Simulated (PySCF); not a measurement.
Compound: C₄H₃NO₂S.
Z-matrix (Å and degrees, GFN2-xTB geometry), rows numbered from 1:
```
N 
C   1  1.3435
S   2  1.6470  1  122.91
C   2  1.4099  1  117.91  3  -179.31
C   4  1.2089  2  173.88  1   175.41
C   5  1.4395  4  174.58  2  -154.84
O   6  1.2034  5  123.87  4     2.32
O   6  1.3348  5  112.03  4  -177.61
H   1  1.0064  2  121.64  3   178.18
H   1  1.0069  2  118.57  3     0.44
H   8  0.9703  6  110.28  5  -179.70
```

Computed at PBE0/pcSseg-1 (PySCF, non-relativistic), with Q(14N) = 0.02044 b, Q(33S) = −0.0678 b, Q(17O) = −0.0256 b: N1, 14N (I = 1): χzz = -4.223 MHz, η = 0.163; S3, 33S (I = 3/2): χzz = 40.47 MHz, η = 0.470; O7, 17O (I = 5/2): χzz = 9.788 MHz, η = 0.157; O8, 17O (I = 5/2): χzz = -9.873 MHz, η = 0.452.

(1) Where would the pure quadrupole (NQR) lines of 14N at N1 fall for the rigid, isolated species?

(2) Find the zero-field quadrupole resonance frequencies of 33S at S3.

(3) Where would the pure quadrupole (NQR) lines of 17O at O7 fall for the rigid, isolated species?

(4) Where would the pure quadrupole (NQR) lines of 17O at O8 fall for the rigid, isolated species?

Answers

(1) From ν± = (3/4)|χ|(1 ± η/3) and ν0 = |χ|η/2: ν+ 3.339 MHz, ν− 2.996 MHz, ν0 0.343 MHz (nitrogen bound to a thiocarbonyl carbon).

(2) From ν = (|χ|/2)√(1 + η²/3): ν = 20.97 MHz (thiocarbonyl sulfur).

(3) From the eigenvalues of H = χ/[4I(2I − 1)] × [3Iz² − I(I + 1) + η(Ix² − Iy²)], steps between neighbouring levels, labelled as for η = 0: ±1/2↔±3/2 1.507 MHz, ±3/2↔±5/2 2.922 MHz (acid carbonyl oxygen).

(4) From the eigenvalues of H = χ/[4I(2I − 1)] × [3Iz² − I(I + 1) + η(Ix² − Iy²)], steps between neighbouring levels, labelled as for η = 0: ±1/2↔±3/2 1.779 MHz, ±3/2↔±5/2 2.855 MHz (acid hydroxyl oxygen).

In a crystal, neighbours and librations shift these lines. GFN2-xTB bond lengths can be off by several hundredths of an ångström, more for odd bonds, and the gradients follow them. With a basis this small, the couplings can be 20 % off.

One conformer stands for the species.
